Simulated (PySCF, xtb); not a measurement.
Si(H)2(Et)(NH2) (C2H9NSi), SMILES CC[SiH2]N. Other conformers were not sampled.

Harmonic wavenumbers (cm⁻¹) from GFN2-xTB (xtb 6.7.1) at its own minimum, in rising order: 59, 170, 204, 241, 287, 503, 527, 582, 669, 709, 748, 801, 836, 900, 985, 1024, 1080, 1249, 1302, 1417, 1492, 1512, 1517, 1528, 2147, 2251, 2974, 2989, 3003, 3019, 3027, 3475, 3509.

**Question.** What does r2SCAN-D4/def2-SVP in PySCF 2.14.0 give at its own minimum? (The exact figures need the calculation; the answer reports its results.)

**Answer.** 76, 149, 188, 228, 322, 434, 553, 635, 681, 726, 817, 862, 922, 956, 978, 994, 1043, 1247, 1251, 1382, 1423, 1474, 1481, 1553, 2141, 2215, 3020, 3027, 3083, 3111, 3113, 3566, 3659. Paired by order, the mean absolute difference is 46 cm⁻¹ and the zero-point energies are 66.8 and 67.6 kcal/mol.
